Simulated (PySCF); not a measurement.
**Heteronuclear NMR**

Molfile (atoms numbered from 1):
```
C7H7FO
     RDKit          3D

 16 16  0  0  0  0  0  0  0  0999 V2000
    2.6456    0.2263   -0.0418 C   0  0  0  0  0  0  0  0  0  0  0  0
    1.6911   -0.7910    0.1438 O   0  0  0  0  0  0  0  0  0  0  0  0
    0.3950   -0.4296    0.2459 C   0  0  0  0  0  0  0  0  0  0  0  0
   -0.5270   -1.4651    0.3994 C   0  0  0  0  0  0  0  0  0  0  0  0
   -1.8717   -1.1745    0.5129 C   0  0  0  0  0  0  0  0  0  0  0  0
   -2.3346    0.1365    0.4781 C   0  0  0  0  0  0  0  0  0  0  0  0
   -1.3992    1.1353    0.3264 C   0  0  0  0  0  0  0  0  0  0  0  0
   -1.8066    2.4115    0.2899 F   0  0  0  0  0  0  0  0  0  0  0  0
   -0.0422    0.8902    0.2087 C   0  0  0  0  0  0  0  0  0  0  0  0
    2.4502    0.7960   -0.9564 H   0  0  0  0  0  0  0  0  0  0  0  0
    2.6708    0.9122    0.8118 H   0  0  0  0  0  0  0  0  0  0  0  0
    3.6086   -0.2728   -0.1291 H   0  0  0  0  0  0  0  0  0  0  0  0
   -0.1636   -2.4844    0.4259 H   0  0  0  0  0  0  0  0  0  0  0  0
   -2.5814   -1.9847    0.6312 H   0  0  0  0  0  0  0  0  0  0  0  0
   -3.3845    0.3819    0.5653 H   0  0  0  0  0  0  0  0  0  0  0  0
    0.6316    1.7271    0.0939 H   0  0  0  0  0  0  0  0  0  0  0  0
  1  2  1  0
  2  3  1  0
  3  4  2  0
  4  5  1  0
  5  6  2  0
  6  7  1  0
  7  8  1  0
  7  9  2  0
  9  3  1  0
  1 10  1  0
  1 11  1  0
  1 12  1  0
  4 13  1  0
  5 14  1  0
  6 15  1  0
  9 16  1  0
M  END
```

Averaged over atoms made equivalent by symmetry, fast rotation or ring inversion, no relativistic terms, gas phase, one conformer. Structure optimised with PBE0-D3(BJ)/def2-TZVP; NMR shieldings at B97-2/pcSseg-2/GIAO; PySCF 2.14.0 with density-fitted response routines.

Task: What are the 19F shifts?

Result: 
```csv
atoms,environment,σ (ppm),δ (ppm)
F8,aryl fluorine,290.0,-111.9
```

Shieldings were converted by a linear fit to measured shifts: 19F (scatter 4.2 ppm rms, 5.7 ppm with the 8 outliers that the fit left out vs CFCl3, solution or neat liquid, with a term for F on sp3 carbon). Occasional misses reach two or three times the rms, and more in compound classes unlike the fitted ones.

On a 500 MHz spectrometer 19F resonates near 470.5 MHz, so 1 ppm is 470.5 Hz.

Task: Where does 17O resonate?

Result: 
```tsv
atoms	environment	σ (ppm)	δ (ppm)
O2	ether oxygen	225.9	60.1
```

Shieldings were converted by a linear fit to measured shifts: 17O: δ = 274.03 − 0.947σ (rms 12.2 ppm, 99 shifts vs liquid water, solution or neat liquid). A few per cent of atoms miss by over 2 rms, more outside the fitted compound classes.

On a 600 MHz spectrometer 17O resonates near 81.3 MHz, so 1 ppm is 81.3 Hz.
